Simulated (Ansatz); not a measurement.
TaO4H3. The state is a singlet with charge 0. Geometry PBE-D4/def2-SVP.

```tsv
atom	x (Å)	y (Å)	z (Å)
Ta1	0.076	0.308	0.043
O2	1.392	-0.849	0.795
O3	-0.669	0.606	-1.711
O4	-1.584	-0.236	0.809
O5	0.831	0.368	-1.729
H6	-2.447	-0.568	0.510
H7	2.021	-1.539	0.527
H8	0.381	1.910	0.755
```

In the def2 sets Ta takes a core potential; there is no spin–orbit coupling. The structure holds one bond between oxygen atoms, so isomers without such links may lie far lower. At HF/def2-TZVP the restricted singlet is unstable: a solution with broken spin symmetry lies lower. The restricted singlet is unstable towards broken spin symmetry in Hartree–Fock (as tested in another run); at PBE-D4/def2-TZVP, r2SCAN-D4/def2-TZVP, PBE0-D4/def2-TZVP this wasn't settled. No other spin state of charge 0 was run. Another isomer (singlet) lies 0.10 eV lower at PBE0-D4/def2-TZVP; other spin states weren't run for this one.

Q: Estimate the orbital energies around the gap (eV) in Ansatz with HF/def2-TZVP, PBE-D4/def2-TZVP, r2SCAN-D4/def2-TZVP, PBE0-D4/def2-TZVP.

A: 
```tsv
orbital	HF/def2-TZVP	PBE-D4/def2-TZVP	r2SCAN-D4/def2-TZVP	PBE0-D4/def2-TZVP
HOMO−9	-16.71	-11.24	-11.56	-12.70
HOMO−8	-16.66	-10.18	-10.59	-11.98
HOMO−7	-16.17	-9.91	-10.34	-11.74
HOMO−6	-15.35	-9.17	-9.57	-10.92
HOMO−5	-15.10	-9.16	-9.57	-10.89
HOMO−4	-14.52	-8.93	-9.33	-10.63
HOMO−3	-14.35	-8.20	-8.60	-9.92
HOMO−2	-13.44	-8.06	-8.49	-9.61
HOMO−1	-13.34	-7.60	-7.95	-9.22
HOMO	-11.94	-6.05	-6.37	-7.67
LUMO	2.02	-2.37	-2.24	-1.54
LUMO+1	2.05	-2.36	-2.19	-1.47
LUMO+2	2.39	-1.64	-1.34	-0.51
LUMO+3	2.69	-1.30	-1.11	-0.29
LUMO+4	3.51	-1.06	-0.89	-0.17
LUMO+5	3.57	-0.61	0.07	0.18
```
